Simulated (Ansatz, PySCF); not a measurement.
ClH2MoNS2, SMILES [NH]=[Mo](=[S])([SH])[Cl], multiplicity 1.

Geometry: PBE-D3(BJ)/def2-SVP. The spin state was assumed, not searched. The structure was generated by enumeration; whether it is a known compound was not checked. The def2 effective core potentials stand for the cores of Mo; spin–orbit coupling is left out. The values are those of a single conformer.

Vertical ionisation energy (IE) and electron affinity (EA) in eV. Rows of orbital energies are one-electron estimates. Where ΔSCF, EOM or ADC give a negative EA the extra electron is unbound and the value depends on the basis.

| level | IE | EA |
|---|---|---|
| −ε(HOMO), −ε(LUMO), M06-2X/def2-TZVP (PySCF) | … | … |
| −ε(HOMO), −ε(LUMO), PBE/def2-TZVP (PySCF) | 6.71 | 3.94 |
| ΔSCF, CAM-B3LYP/def2-SVPD (Ansatz), final states of multiplicity 2 and 2 | 9.72 | 2.15 |
| ΔSCF, PBE/def2-SVPD (Ansatz), final states of multiplicity 2 and 2 | 9.40 | 1.54 |

Q: What belongs in the gaps? (An estimate is asked for; the answer gives what the named calculation found.)

A: 
- −ε(HOMO), −ε(LUMO), M06-2X/def2-TZVP (PySCF), IE: 8.87
- −ε(HOMO), −ε(LUMO), M06-2X/def2-TZVP (PySCF), EA: 2.51

Q: What vertical singlet–triplet gap does ΔSCF give with CAM-B3LYP/def2-SVPD (Ansatz, a quantum-chemistry and plane-wave program) and with PBE/def2-SVPD (Ansatz)? (The exact figures need the calculation; the answer reports its results.)

A: 2.37 and 2.62 eV (triplet above singlet where positive).
